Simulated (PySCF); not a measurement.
# How the method changes the constants of NaTe

State: ²Π (doublet), unpaired electrons π ↑. Set-up: Na def2-SVPD, Te def2-SVPD with ECP28; scalar-relativistic core potentials (PySCF 2.14). De refers to Na + Te in their high-spin ground configurations, without counterpoise correction. The functionals are run spin-unrestricted. A positive dipole means Na(−)Te(+).

| Level | Re (Å) | ωe (cm⁻¹) | De (eV) | μ (D) | CPU s a point (SCF and correlation, without the integrals) |
| --- | --- | --- | --- | --- | --- |
| UHF | 2.859 | 229 | 1.30 | -9.53 | 0.38 |
| UHF-MP2 | 2.867 | 224 | 1.98 | n/a | 0.55 |
| UHF-SCS-MP2 | 2.869 | 224 | 1.95 | n/a | n/a |
| UHF-CCSD | 2.869 | 224 | 1.95 | n/a | n/a |
| UHF-CCSD(T) | 2.873 | 222 | 1.99 | n/a | 13 |
| PBE | 2.831 | 223 | 2.20 | -7.84 | 0.57 |
| r²SCAN | 2.828 | 229 | 2.25 | -8.62 | 0.74 |
| TPSSh | 2.834 | 226 | 2.29 | -8.39 | 0.85 |
| PBE0 | 2.816 | 231 | 2.16 | -8.40 | 1 |
| M06-2X | 2.801 | 238 | 2.10 | -8.70 | 0.82 |
| LC-ωPBE | 2.798 | 239 | 2.15 | -9.04 | 0.91 |
| B2PLYP | 2.832 | 228 | 2.12 | -8.73 | 0.65 |

The bond length runs from 2.798 Å (LC-ωPBE) to 2.873 Å (UHF-CCSD(T)). De spans 1.30 eV (UHF, mean field) to 2.29 eV (TPSSh, hybrid meta-GGA). Correlation at CCSD(T) changes the Hartree–Fock bond energy by +0.69 eV; the triples alone change it by +0.04 eV.

Correlated steps freeze 5 core orbitals. Correlated levels converge slowly with the basis: in double zeta they bind strong bonds too weakly, by up to about 1 eV, and carry superposition errors of some tenths. Spin–orbit coupling is left out, which matters for elements this heavy, above all for dissociation energies. B2PLYP dipoles, levels and charges come from its SCF part alone. The state was picked by a PBE0 search and need not be the measured ground state.

The whole job (state search and all levels along the bond) took about 3.3 min on 1 thread of Oxide Virtual Turin-like (shared host), peak memory 0.65 GiB.
